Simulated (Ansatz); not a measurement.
Molecule (SMILES): F[C]F (closed-shell singlet).
Atoms: F1, C2, F3. Bonds: F1-C2, C2-F3.

Basis-set convergence of the optimised F1-C2 bond length at MP2 with Ansatz (a first-principles code). The reference of a correlated method is not its basis-set limit, which lies further on. Cartesian d functions, on some or all atoms, in 6-31+G*; all else is spherical. Cores are frozen. A restricted Hartree-Fock determinant is unstable towards unrestricted orbitals. No added dispersion term, no relativity. Reference: the value in def2-QZVPPD, 1.2970 Å, itself unsure by roughly 0.0002 Å (its mean distance from pcseg-3, def2-QZVPP, cc-pVQZ). Deviations are taken from unrounded values.

```
basis              functions  optimised F1-C2 bond length (Å)  minus reference (Å)
-----------------  ---------  -------------------------------  -------------------
pcseg-1                   42                           1.3110               0.0140
6-311G**                  54                           1.3003               0.0033
6-31+G*                   57                           1.3189               0.0219
aug-cc-pVDZ               69                           1.3226               0.0256
pcseg-2                   90                           1.2995               0.0025
def2-TZVPP                93                           1.2992               0.0022
6-311++G(3df,3pd)        117                           1.2954              -0.0016
cc-pCVTZ                 129                           1.2984               0.0014
def2-QZVPPD              195                           1.2970               0.0000
```
